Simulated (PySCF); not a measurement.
BF, charge -1, doublet, geometry from GFN2-xTB (the spin is typed, not shown lowest) (in this run its highest filled SCF level lies above zero, so its values depend strongly on the basis, on diffuse functions most of all); CAMB3LYP/6-31G** (PySCF).

Input for PySCF:
```python
from pyscf import gto, scf, dft

mol = gto.Mole()
mol.atom = '''
    B    -0.000000   -0.000000   -1.059676
    F     0.000000    0.000000    0.588709
'''
mol.basis = '6-31g**'
mol.charge = -1
mol.spin = 1
mol.verbose = 4
mol.build()

mf = dft.UKS(mol)
mf.xc = 'camb3lyp'
mf.kernel()
```

The log (banner, timings and long lists left out):

```
PySCF version 2.14.0

[INPUT] verbose = 4
[INPUT] num. atoms = 2
[INPUT] num. electrons = 15
[INPUT] charge = -1
[INPUT] spin (= nelec alpha-beta = 2S) = 1
[INPUT] symmetry False subgroup None
[INPUT] Mole.unit = angstrom
[INPUT] Symbol           X                Y                Z      unit          X                Y                Z       unit  Magmom
[INPUT]  1 B      0.000000000000   0.000000000000  -1.059676000000 AA    0.000000000000   0.000000000000  -2.002497420775 Bohr   0.0
[INPUT]  2 F      0.000000000000   0.000000000000   0.588709000000 AA    0.000000000000   0.000000000000   1.112498777067 Bohr   0.0

nuclear repulsion = 14.4462455624141
number of shells = 12
number of NR pGTOs = 54
number of NR cGTOs = 28
basis = 6-31g**
ecp = {}

******** <class 'pyscf.dft.uks.UKS'> ********
method = UKS
initial guess = minao
damping factor = 0
level_shift factor = 0
DIIS = <class 'pyscf.scf.diis.CDIIS'>
diis_start_cycle = 1
diis_space = 8
diis_damp = 0
SCF conv_tol = 1e-09
SCF conv_tol_grad = None
SCF max_cycles = 50
direct_scf = True
direct_scf_tol = 1e-13
number electrons alpha = 8  beta = 7
XC library pyscf.dft.libxc version 7.1.2
    S. Lehtola, C. Steigemann, M. J. T. Oliveira, and M. A. L. Marques,  SoftwareX 7, 1–5 (2018)
XC functionals = camb3lyp
    T. Yanai, D. P. Tew, and N. C. Handy,  Chem. Phys. Lett. 393, 51 (2004)
radial grids:
    Treutler-Ahlrichs [JCP 102, 346 (1995); DOI:10.1063/1.469408] (M4) radial grids

becke partition: Becke, JCP 88, 2547 (1988); DOI:10.1063/1.454033
pruning grids: <function nwchem_prune>
grids dens level: 3
symmetrized grids: False
atomic radii adjust function: <function treutler_atomic_radii_adjust>
small_rho_cutoff = 0
Set gradient conv threshold to 3.16228e-05
tot grids = 28312
init E= -124.308101440426

cycle= 1 E= -124.422409023333  delta_E= -0.114  |g|= 0.494  |ddm|= 0.864
cycle= 2 E= -124.29997764021  delta_E= 0.122  |g|= 0.808  |ddm|= 0.687
cycle= 3 E= -124.512855671966  delta_E= -0.213  |g|= 0.0261  |ddm|= 0.403
cycle= 4 E= -124.513419502896  delta_E= -0.000564  |g|= 0.00906  |ddm|= 0.0465
cycle= 5 E= -124.513488340008  delta_E= -6.88e-05  |g|= 0.00184  |ddm|= 0.0154
cycle= 6 E= -124.513495895924  delta_E= -7.56e-06  |g|= 0.000786  |ddm|= 0.00537
cycle= 7 E= -124.513497333046  delta_E= -1.44e-06  |g|= 0.00022  |ddm|= 0.00273
cycle= 8 E= -124.513497496332  delta_E= -1.63e-07  |g|= 6.84e-05  |ddm|= 0.00109
cycle= 9 E= -124.513497506731  delta_E= -1.04e-08  |g|= 1.12e-05  |ddm|= 0.000286
cycle= 10 E= -124.513497506981  delta_E= -2.5e-10  |g|= 2.2e-06  |ddm|= 3.72e-05
Extra cycle  E= -124.513497506987  delta_E= -6.57e-12  |g|= 1.16e-06  |ddm|= 2.93e-06
converged SCF energy = -124.513497506987  <S^2> = 0.75358269  2S+1 = 2.0035795
```
